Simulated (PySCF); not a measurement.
# Interval between two levels of Ca by level of theory

Ca [Ar] 4s2 → Ca [Ar] 4s1 5s1 [3S1, M_J = 1], as a difference of total energies. Calculation: PySCF 2.14, in x2c-SVPall-2c with one added diffuse shell of s type (6s5p2d, 31 functions); the two-component X2C-1e Hamiltonian. Correlated levels: [Ne] frozen; the 6 highest virtual spinors dropped. "Screened" scales the spin-orbit matrix elements by Boettger's factors to mimic the two-electron term; Breit and QED terms are absent.

| method | interval between two levels (cm⁻¹) |
| --- | --- |
| GHF (screened spin-orbit) | 25076 |
| GMP2 (screened spin-orbit) | 30422 |

Errors of the correlated levels include the incompleteness of this basis and the frozen core.

For comparison: 31539 cm⁻¹ (measured; NIST Handbook of Basic Atomic Spectroscopic Data (Sansonetti and Martin, J. Phys. Chem. Ref. Data 34, 1559 (2005))).
